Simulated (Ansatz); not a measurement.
The cluster Zr₃O₆. Charge 0, multiplicity 1. Geometry PBE-D4/def2-SVP.

```
atom    x (Å)    y (Å)    z (Å)
 Zr1  -0.6143   0.9175  -1.7888
 Zr2  -1.3366  -0.5374   0.8731
 Zr3   1.6513   0.2275   0.2406
  O4  -1.9632   1.0357  -0.4832
  O5   3.2549  -0.5345   0.1058
  O6   0.4259  -0.1949   1.7774
  O7   0.9108   1.7704  -1.0921
  O8  -0.0101  -0.7191  -0.9139
  O9  -2.3188  -1.9653   1.2812
```

In the def2 sets Zr takes a core potential, while STO-3G treats all electrons; there is no spin–orbit coupling. B3LYP takes the VWN-RPA correlation. The structure comes from a short search, and lower isomers may exist.

(1) Estimate the orbital energies around the gap (eV) in Ansatz with HF/STO-3G, PBE-D4/def2-TZVP, revPBE-D4/def2-TZVP, B3LYP-D4/def2-TZVP, PBE0-D4/def2-TZVP.

## Answers

(1) 
| orbital | HF/STO-3G | PBE-D4/def2-TZVP | revPBE-D4/def2-TZVP | B3LYP-D4/def2-TZVP | PBE0-D4/def2-TZVP |
| --- | --- | --- | --- | --- | --- |
| HOMO−13 | -11.15 | -9.42 | -9.30 | -10.78 | -11.06 |
| HOMO−12 | -10.52 | -8.96 | -8.83 | -10.28 | -10.54 |
| HOMO−11 | -10.06 | -8.75 | -8.64 | -10.06 | -10.31 |
| HOMO−10 | -9.92 | -8.63 | -8.51 | -9.91 | -10.16 |
| HOMO−9 | -9.67 | -8.40 | -8.29 | -9.71 | -9.97 |
| HOMO−8 | -9.33 | -7.83 | -7.72 | -9.15 | -9.41 |
| HOMO−7 | -8.57 | -7.75 | -7.64 | -9.04 | -9.27 |
| HOMO−6 | -8.05 | -7.56 | -7.45 | -8.74 | -8.97 |
| HOMO−5 | -7.51 | -6.64 | -6.53 | -7.77 | -7.99 |
| HOMO−4 | -7.18 | -6.49 | -6.38 | -7.64 | -7.87 |
| HOMO−3 | -7.13 | -6.38 | -6.28 | -7.61 | -7.83 |
| HOMO−2 | -6.93 | -6.32 | -6.22 | -7.52 | -7.74 |
| HOMO−1 | -6.75 | -6.20 | -6.09 | -7.38 | -7.60 |
| HOMO | -6.17 | -5.72 | -5.62 | -6.94 | -7.15 |
| LUMO | 3.31 | -4.12 | -4.03 | -3.94 | -3.58 |
| LUMO+1 | 5.05 | -3.07 | -2.94 | -2.67 | -2.35 |
| LUMO+2 | 5.56 | -2.69 | -2.55 | -2.25 | -1.94 |
| LUMO+3 | 5.80 | -2.54 | -2.41 | -2.05 | -1.75 |
| LUMO+4 | 6.13 | -2.26 | -2.12 | -1.86 | -1.53 |
| LUMO+5 | 6.91 | -2.00 | -1.87 | -1.57 | -1.24 |
